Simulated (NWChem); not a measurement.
CaClF; SMILES [F][Ca][Cl]

Program: NWChem. Pople sets run with spherical d functions. Coordinates come from a PBE0/def2-SVP optimisation. Level M06-2X/6-31G*: energy and gradient on several grids; changes count from the extra-fine grid, which is no exact limit either.

```tsv
grid	size of the energy change (μHa)	largest change of a gradient component (μHa/bohr)
xcoarse	20000	2000
coarse	400	800
medium	80	50
fine	< 10	100
xfine	< 10	< 30
```
